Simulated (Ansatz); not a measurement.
`CB(N)[SiH2][SiH3]` + H–F → `CB(N)F` + `[SiH3][SiH3]`  (cleavage of the B–Si bond)

Program: Ansatz. Geometries: PBE0-D4/def2-TZVP. ΔE: electronic, gas phase. CCSD(T)/CBS is the MP2 limit (def2-TZVPP, def2-QZVPP) plus CCSD(T) − MP2 in def2-TZVPP, frozen cores. This one scheme is used for every species. DFT in def2-TZVPP. Each species was taken in one conformer, which may not be the lowest.

`CB(N)[SiH2][SiH3]`:

Cartesian coordinates in Å:
```
C -0.545 -1.942 0.011
B -0.964 -0.437 0.187
N -1.947 -0.077 1.104
Si -0.052 1.031 -0.873
Si 2.169 1.267 -0.170
H -1.105 -2.632 0.650
H 0.521 -2.076 0.225
H -0.677 -2.263 -1.028
H -2.255 0.869 1.253
H -2.424 -0.751 1.683
H -0.020 0.727 -2.334
H -0.723 2.358 -0.710
H 2.896 -0.025 -0.322
H 2.904 2.303 -0.947
H 2.220 1.648 1.270
```

H–F:

```xyz
2

F    -0.234   -0.374   -0.132
H     0.234    0.374    0.132
```

`CB(N)F`:

```xyz
9

C     1.059    0.294   -0.460
B    -0.414    0.349    0.068
N    -1.109   -0.745    0.588
F    -1.072    1.524    0.025
H     1.096    0.604   -1.509
H     1.518   -0.693   -0.383
H     1.685    1.004    0.090
H    -2.056   -0.675    0.919
H    -0.707   -1.661    0.663
```

`[SiH3][SiH3]`:

Z-matrix (Å, degrees):
```
Si
Si 1 2.338
H 1 1.488 2 110.3
H 1 1.488 2 110.3 3 120.0
H 1 1.488 2 110.3 3 -120.0
H 2 1.488 1 110.3 3 59.9
H 2 1.488 1 110.3 3 179.9
H 2 1.488 1 110.3 3 -60.1
```

| level | ΔE (kJ/mol) |
| --- | --- |
| B2PLYP | -161.3 |
| CCSD/def2-TZVPP | -155.2 |

Task: What does CCSD(T)/CBS give? (An estimate is asked.)

Result: Ansatz gave: -144.8 kJ/mol. The listed levels differ from it by -16.5, -10.4 kJ/mol.

Largest T1 diagnostic among the species: 0.013.

In def2-TZVPP, CCSD(T) changes the Hartree–Fock value by +41.5 kJ/mol (the triples alone add +6.0 kJ/mol) and MP2 by +43.0 kJ/mol. From PBE to PBE0 (25 % exact exchange), in def2-TZVPP and without D4, ΔE moves by −5.0 kJ/mol. The D4 term adds +12.6 kJ/mol with B3LYP and +7.5 kJ/mol with PBE0; it sums over pairs of atoms, weighted by their polarisabilities, and B3LYP, whose exchange is more repulsive, gets the larger term.

B3LYP here is the variant with VWN-RPA as its local correlation; programs differ in this.
